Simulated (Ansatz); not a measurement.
`C[SiH](F)N[SiH](Cl)Cl` and `[SiH3]N[SiH](Cl)Cl` differ in one atom or group.

Ansatz, PBE0-D4/def2-TZVP geometries, multiplicity 1. Each molecule was computed in one conformer, which needn't be the lowest.

```tsv
property	`C[SiH](F)N[SiH](Cl)Cl`
HOMO energy (PBE0/def2-TZVPP) / eV	-8.54
HOMO–LUMO gap (PBE/def2-TZVPP) / eV	6.47
HOMO energy (B3LYP/def2-TZVPP) / eV	-8.27
HOMO energy (ωB97M-V/def2-TZVPP) / eV	-10.86
HOMO–LUMO gap (PBE0/def2-TZVPP) / eV	8.82
LUMO energy (PBE/def2-TZVPP) / eV	-0.65
```

Problem. What does the change do to each property? (Estimate.)

Solution. The calculation gave: 
| property | `[SiH3]N[SiH](Cl)Cl` | shift |
| --- | --- | --- |
| HOMO energy (PBE0/def2-TZVPP) / eV | -8.15 | 0.39 |
| HOMO–LUMO gap (PBE/def2-TZVPP) / eV | 5.88 | -0.59 |
| HOMO energy (B3LYP/def2-TZVPP) / eV | -7.90 | 0.37 |
| HOMO energy (ωB97M-V/def2-TZVPP) / eV | -10.43 | 0.43 |
| HOMO–LUMO gap (PBE0/def2-TZVPP) / eV | 8.09 | -0.73 |
| LUMO energy (PBE/def2-TZVPP) / eV | -0.91 | -0.26 |

With PBE0 the HOMO rises by 0.39 eV and the LUMO falls by 0.35 eV, so the gap narrows by about 0.74 eV. PBE moves the HOMO by 0.33 eV and ωB97M-V by 0.43 eV.

B3LYP here is the variant with VWN-RPA as its local correlation; programs differ in this.
